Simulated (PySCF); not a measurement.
A calculated (BHandHLYP, PySCF 2.14, x2c-QZVPPall, the spin-free X2C one-electron Hamiltonian (Gaussian nucleus)) atom or ion has these occupied shells.

```
shell  electrons  orbital energy (eV)  rms radius, mean of both spins (bohr)
 1s α          1              -8308.5                                 0.0624
 1s β          1              -8308.5                                 0.0624
 2s α          1              -1019.1                                  0.265
 2s β          1              -1018.4                                  0.265
 2p α          3              -875.48                                  0.238
 2p β          3              -874.82                                  0.238
 3s α          1              -127.57                                  0.800
 3s β          1              -125.72                                  0.800
 3p α          3              -85.122                                  0.856
 3p β          3              -83.033                                  0.856
 3d α          5              -17.819                                   1.23
 3d β          4              -16.665                                   1.23
```

(1) Name the element and its charge.

Results:

(1) Ni⁺ (nickel, charge +1), in [Ar] 3d9, 2D determinant.
